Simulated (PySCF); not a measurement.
## Working out the ionisation energy of Rb

Rb [Kr] 5s1 (2S) → Rb+ [Kr] (1S). Computed with PySCF 2.14 in x2c-TZVPPall (8s6p6d2f1g, 79 functions), with scalar relativity by spin-free X2C-1e. Frozen: [Ar] 3d10. Energies in hartree (1 hartree = 27.21139 eV):

```csv
part,Rb (lower),Rb+ (upper)
UHF,-2979.117082,-2978.977501
MP2 opposite-spin,-0.127332,-0.121240
MP2 same-spin,-0.046764,-0.041685
```

Q: What does Hartree-Fock give?

A: (-2978.977501) − (-2979.117082) = 0.139581 hartree = 3.798 eV.

Q: What do MP2 and SCS-MP2 (6/5 opposite-spin, 1/3 same-spin) give?

A: The opposite-spin parts differ by 0.166 eV and the same-spin parts by 0.138 eV. MP2: 3.798 + (0.166) + (0.138) = 4.102 eV. SCS-MP2: 3.798 + 1.2 × (0.166) + (0.138)/3 = 4.043 eV.

Measured between the centres of the two terms (NIST): 4.177 eV, so MP2 (valence and next inner shell) is off by -0.075 eV.

What remains against the reference includes basis incompleteness, the frozen core and correlation beyond second order.
